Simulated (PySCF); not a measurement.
# Shapes and spin states of PtCl2

Computed with PBE0/[Pt def2-TZVP with ECP60, Cl def2-TZVP], scalar-relativistic core potentials, density fitting, no spin–orbit coupling, PySCF.

Relaxations began from a few typed shapes and spin states; open shells are unrestricted. The search is not exhaustive: other isomers or separated fragments can lie lower, and high-lying points may rest on an excited occupation.

```
                                                 spin  group               bonds           angles  imaginary modes (cm⁻¹)  ΔE (kJ/mol)  ΔE with ZPE (kJ/mol)
                                              triplet    D∞h  Pt–Cl 2.156 Å (×2)  Cl–Pt–Cl 180.0°                    none          0.0                   0.0
                                              singlet    C2v  Pt–Cl 2.157 Å (×2)  Cl–Pt–Cl 116.1°                    none         60.5                  60.1
singlet (closed shell, unstable to spin polarisation)    D∞h  Pt–Cl 2.148 Å (×2)  Cl–Pt–Cl 180.0°                     91i         97.9                     –
```

The lowest minimum found is the triplet D∞h: Pt–Cl 2.156 Å (×2); Cl–Pt–Cl 180.0°.

Formally Pt is in oxidation state +2, d8, with 2 unpaired electrons (the high-spin count). The Mulliken spin on Pt is 1.25. The polar-tensor charge on Pt, 0.83, is far below the formal one.

For the lowest minimum: with open d or f shells other occupations or spin states may lie lower. Spin–orbit coupling, left out here, can matter for elements this heavy.

The electron or spin density has lower symmetry than the nuclear frame for the singlet (closed shell, unstable to spin polarisation) D∞h at 97.9 kJ/mol.
